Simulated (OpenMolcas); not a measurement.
**Ionisation energies of sulfur**

| Quantity | Value |
| --- | --- |
| Program | OpenMolcas 26.06 |
| Basis | ANO-RCC-VTZP [5s4p2d1f] |
| Scalar Hamiltonian | DKH2, point nucleus |
| Spin-orbit coupling | RASSI with atomic mean-field integrals over the reference wave functions, term energies averaged over their components |

Active shells in each charge state: the valence s, p shells, with orbitals averaged over the low states. Where CASPT2's correlated closed shells are named, they are those of the first ion.

A. CASSCF
B. SS-CASPT2, IPEA 0.25 Eh, imaginary shift 0.1 Eh (closed shells correlated: 2s 2p)
C. SS-CASPT2, IPEA 0 Eh, imaginary shift 0.1 Eh (closed shells correlated: 2s 2p)

Energies in eV between the lowest computed levels (charge -1 gives the electron affinity), named as in B; reference values from the NIST Atomic Spectra Database with their kind.

```
              From                  To       A       B       C  Spin-orbit share in B                Reference
S- 3s² 3p⁵ ²P°_3/2       S 3s² 3p⁴ ³P₂   0.890   1.832   1.723                 -0.004                         
     S 3s² 3p⁴ ³P₂  S+ 3s² 3p³ ⁴S°_3/2   9.032   9.984   9.905                 +0.022        10.360 (measured)
S+ 3s² 3p³ ⁴S°_3/2     S2+ 3s² 3p² ³P₀  22.409  23.173  23.284                 -0.063        23.338 (measured)
   S2+ 3s² 3p² ³P₀  S3+ 3s² 3p ²P°_1/2  33.715  34.498  34.612                 -0.008  34.860 (semi-empirical)
S3+ 3s² 3p ²P°_1/2         S4+ 3s² ¹S₀  46.016  46.889  47.002                 +0.072  47.222 (semi-empirical)
       S4+ 3s² ¹S₀       S5+ 3s ²S_1/2  72.178  72.291  72.292                 +0.000        72.594 (measured)
     S5+ 3s ²S_1/2         S6+ 2p⁶ ¹S₀  87.580  87.647  87.648                 +0.000        88.053 (measured)
```

Error against the reference values, in %:

```json
{"From": "S", "Reference": "measured", "A": "-12.8", "B": "-3.6", "C": "-4.4"}
{"From": "S+", "Reference": "measured", "A": "-4.0", "B": "-0.7", "C": "-0.2"}
{"From": "S2+", "Reference": "semi-empirical", "A": "-3.3", "B": "-1.0", "C": "-0.7"}
{"From": "S3+", "Reference": "semi-empirical", "A": "-2.6", "B": "-0.7", "C": "-0.5"}
{"From": "S4+", "Reference": "measured", "A": "-0.6", "B": "-0.4", "C": "-0.4"}
{"From": "S5+", "Reference": "measured", "A": "-0.5", "B": "-0.5", "C": "-0.5"}
```

Mean absolute error over the 4 measured values: A 0.79 eV, B 0.31 eV, C 0.30 eV.

No diffuse functions were added, so the electron affinity comes out too small, and without dynamic correlation a bound anion can come out unbound.

° marks odd parity.
